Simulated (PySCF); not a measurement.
The numbers are results of ωB97X-D3(BJ)/def2-TZVP // PBE0-D3(BJ)/def2-SVP (PySCF), not measurements. Isolated molecules, 0 K electronic values unless said otherwise. One relaxed conformer stands for a flexible species; it need not be the lowest. Excitations are Tamm–Dancoff values on a coarser integration grid. The basis has no diffuse functions, so Rydberg states are missing or too high.

Reference species (SMILES): `B[C@@H]1C[C@H]2CC[C@]1(S)C2` (neutral, multiplicity 1).

```json
{
  "S1–T1 gap (TDA)": "0.41 eV",
  "HOMO": "-9.05 eV",
  "S1 excitation (TDA)": "5.60 eV"
}
```

Changed species: `B[C@@H]1[C@@H]2CC[C@H]1[C@H](S)C2`.

**Question.** What does the change do to the S1–T1 gap (TDA), HOMO and S1 excitation (TDA)?

**Answer.** the S1–T1 gap (TDA) rises by 0.05 eV, to 0.46 eV; the HOMO falls by 0.08 eV, to -9.13 eV; the S1 excitation (TDA) hardly moves.
